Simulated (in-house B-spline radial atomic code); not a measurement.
## RPA and G0W0 on PBEsol: Se6+

Configuration [Ar] 3d10, mean-field start PBEsol. Computed with an all-electron radial atomic-structure program (B-spline basis): all electrons, scalar-relativistic (spin-free one-electron X2C), finite nucleus, each spin shell either full or empty, empty states to l = 9 with an (l + 1/2)⁻⁴ tail; G0W0 by contour deformation at full frequency.

Command:
```bash
python run_gw.py task.json out
```
Settings (radii: box in bohr, nucleus in fm):
```
Z                        34
electrons                28
configuration            [Ar] 3d10
hamiltonian              x2c
method                   pbesol
lmax                     9
rms_radius               4.14
spin_polarised           False
box_radius               9.29
intervals                67
```

Run time, properties included: 1.6 s on 1 thread of Arm Neoverse V2, with other jobs on the host.

Energies (hartree):

```
                                     term        value
                         mean-field total  -2418.47221
Hartree-Fock functional on these orbitals  -2418.98788
                      direct second order      -2.4458
                    second-order exchange      0.71033
                         SOSEX correction      0.65937
```

Question: What is the RPA correlation energy, and what remains with SOSEX?

Answer: RPA gives -2.1466 hartree (-2.09 eV per electron); RPA + SOSEX gives -1.4873, and the second-order doubles -1.7355 hartree (no singles). RPA lacks exchange-type terms and so overcorrelates at short range.

Quasi-particle levels (eV):

```json
{"level": "3d", "occupied": "yes", "mean field": "-139.82", "Σx - vxc": "-18.57", "Σc": "?", "QP weight": "?", "G0W0": "?"}
{"level": "4s", "occupied": "no", "mean field": "-89.33", "Σx - vxc": "8.81", "Σc": "-1.49", "QP weight": "0.991", "G0W0": "-82.01"}
```

G0W0 = mean field + (Σx - vxc) + Σc, with Σc (partial-wave tail included) taken at the quasi-particle energy. Only the outer levels were computed. Levels of low weight are left out.

Question: Where does G0W0 put 3d?

Answer: At -155.92 eV, with Σc = 2.47 eV and a quasi-particle weight of 0.959. The tabulated removal energy is 155.327 ± 0.012 eV (NIST, measured); the calculation leaves out spin-orbit coupling, Breit and QED terms, and what these don't explain is the method's own error.
